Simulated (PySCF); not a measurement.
CH3ClF2OSn, SMILES [F][Sn]([O]C)([Cl])[F].

Geometry optimised at PBE0-D3(BJ)/def2-SVP. The structure was generated by enumeration; whether it is a known compound was not checked. The def2 effective core potentials stand for the cores of Sn; spin–orbit coupling is left out. The values are those of a single conformer.

Method: PBE0-D3(BJ)/def2-SVP (PySCF).

Frequencies are harmonic and unscaled.

| mode | ν (cm⁻¹) | IR (km/mol) | Raman (Å⁴/amu) | depolarisation | moving atoms (share of kinetic energy) |
|---|---|---|---|---|---|
| 1 | 23 | 2.0 | 0.5 | 0.75 | C 35 %, F 28 %, H 21 %, O 8 % |
| 2 | 83 | 1.6 | 1.8 | 0.75 | Cl 30 %, C 29 %, H 13 %, Sn 12 %, F 11 % |
| 3 | 107 | 0.3 | 0.5 | 0.75 | H 79 %, F 11 % |
| 4 | 129 | 4.2 | 1.2 | 0.75 | F 49 %, Cl 27 %, H 13 %, Sn 11 % |
| 5 | 149 | 28.2 | 1.9 | 0.74 | F 62 %, Cl 12 %, C 10 % |
| 6 | 176 | 25.9 | 1.1 | 0.71 | F 80 %, Sn 16 % |
| 7 | 188 | 30.9 | 0.7 | 0.75 | O 55 %, F 20 %, Sn 13 %, H 11 % |
| 8 | 261 | 25.2 | 3.0 | 0.28 | O 32 %, C 27 %, H 15 %, Sn 11 %, F 8 % |
| 9 | 408 | 48.2 | 14.2 | 0.18 | Cl 74 %, Sn 21 % |
| 10 | 589 | 25.3 | 28.3 | 0.17 | O 67 %, Sn 12 %, C 9 % |
| 11 | 655 | 60.6 | 6.4 | 0.08 | F 83 %, Sn 14 % |
| 12 | 666 | 62.3 | 3.0 | 0.75 | F 83 %, Sn 17 % |
| 13 | 1114 | 209.6 | 10.4 | 0.40 | O 52 %, C 44 % |
| 14 | 1170 | 0.1 | 2.4 | 0.75 | H 77 %, C 18 % |
| 15 | 1184 | 2.6 | 9.3 | 0.13 | H 75 %, C 19 % |
| 16 | 1463 | 11.5 | 9.0 | 0.57 | H 90 %, C 9 % |
| 17 | 1467 | 6.4 | 19.2 | 0.75 | H 97 % |
| 18 | 1480 | 17.7 | 15.2 | 0.74 | H 95 % |
| 19 | 3024 | 56.8 | 156.4 | 0.01 | H 97 % |
| 20 | 3112 | 23.1 | 63.3 | 0.75 | H 90 %, C 10 % |
| 21 | 3145 | 9.4 | 168.1 | 0.53 | H 90 %, C 10 % |
